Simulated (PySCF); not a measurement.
**What builds the first ionisation energy along the 3d series**

Calculated with PySCF 2.14 from differences of total energies of unrestricted determinants, without spin-orbit coupling. Each column adds one step, in eV (sums use unrounded values): valence MP2, valence CCSD, valence triples, then the next inner shell at CCSD(T) (Sc 3s 3p, Ti 3s 3p, V 3s 3p, Cr 3s 3p, Mn 3s 3p, Fe 3s 3p, Co 3s 3p, Ni 3s 3p, Cu 3s 3p, Zn 3s 3p). References (NIST) marked * lie between the lowest fine-structure levels; the others compare directly ((s) semi-empirical, (t) theoretical).

| element | UHF | + MP2 | + CCSD | + (T) | + inner shell | sum | reference |
| --- | --- | --- | --- | --- | --- | --- | --- |
| Sc [Ar] 3d1 4s2 → [Ar] 3d1 4s1 (def2-TZVPPD, non-relativistic) | 5.366 | 0.703 | 0.255 | 0.029 | 0.161 | 6.513 | 6.562 |
| Ti [Ar] 3d2 4s2 → [Ar] 3d2 4s1 (def2-TZVPPD, non-relativistic) | 5.528 | 0.783 | 0.261 | 0.046 | 0.127 | 6.744 | 6.828 |
| V [Ar] 3d3 4s2 → [Ar] 3d4 (def2-TZVPPD, non-relativistic) | 5.911 | 0.355 | 0.233 | 0.044 | -0.019 | 6.523 | 6.732 |
| Cr [Ar] 3d5 4s1 → [Ar] 3d5 (def2-TZVPPD, non-relativistic) | 5.915 | 0.451 | 0.018 | 0.030 | 0.185 | 6.598 | 6.767 |
| Mn [Ar] 3d5 4s2 → [Ar] 3d5 4s1 (def2-TZVPPD, non-relativistic) | 5.978 | 0.915 | 0.240 | 0.068 | 0.046 | 7.247 | 7.434 |
| Fe [Ar] 3d6 4s2 → [Ar] 3d6 4s1 (def2-TZVPPD, non-relativistic) | 6.368 | 0.984 | 0.209 | 0.082 | 0.038 | 7.681 | 7.904 |
| Co [Ar] 3d7 4s2 → [Ar] 3d8 (def2-TZVPPD, non-relativistic) | 7.845 | -0.963 | 0.653 | -0.012 | -0.050 | 7.473 | 7.869 |
| Ni [Ar] 3d8 4s2 → [Ar] 3d9 (def2-TZVPPD, non-relativistic) | 7.715 | -1.334 | 0.852 | -0.027 | -0.107 | 7.099 | 7.640 * |
| Cu [Ar] 3d10 4s1 → [Ar] 3d10 (def2-TZVPPD, non-relativistic) | 6.441 | 0.852 | -0.126 | 0.113 | 0.019 | 7.299 | 7.726 |
| Zn [Ar] 3d10 4s2 → [Ar] 3d10 4s1 (def2-TZVPPD, non-relativistic) | 7.636 | 1.188 | 0.083 | 0.101 | 0.007 | 9.015 | 9.394 |

What remains against the references is mostly basis incompleteness and, for starred values, spin-orbit coupling.

These are valence bases, so the inner-shell step is incomplete.
